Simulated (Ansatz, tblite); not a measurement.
Cost and result up the ladder for Al(H2S)Cl3 (AlH₂SCl₃) (7 atoms). Total charge 0; singlet. Geometry: PBE0-D4/def2-SVP.

```xyz
7

Al   -0.610    0.803    0.000
S     1.358   -0.720   -0.106
H     1.067   -1.443    1.000
H     0.812   -1.636   -0.939
Cl   -0.001    1.985    1.632
Cl   -2.146   -0.601    0.352
Cl   -0.480    1.612   -1.939
```

Ansatz on 4 threads of AMD EPYC 9R45 on a shared host; xTB runs through tblite on one thread. Times are rough, summed over both states, and most runs start from the orbitals of an earlier one. PBE0-D4/def2-TZVP serves as the yardstick here, not as an exact answer. The other state is a doublet.

The xTB rows come from tblite. HOMO above LUMO, or a gap near zero within one spin, warns that the state may not be the lowest or that an electron is smeared out.

Raw xTB energies of ions are shifted by several eV.

| level | functions | wall time | vertical IE (eV) | difference from PBE0-D4/def2-TZVP (eV) | remarks |
| --- | --- | --- | --- | --- | --- |
| GFN2-xTB | 47 | 0.014 s | 14.09 | 3.40 | – |
| GFN1-xTB | 49 | 0.038 s | 15.02 | 4.33 | – |
| PBE-D4/def2-TZVP (with forces) | 197 | 2.7 s | 10.10 | -0.59 | gap within one spin near zero (+1 doublet) |
| PBE0-D4/def2-TZVP | 197 | 6.6 s | 10.69 | 0.00 | – |
| r2SCAN-D4/def2-TZVP | 197 | 8.4 s | 10.39 | -0.29 | gap within one spin near zero (+1 doublet) |
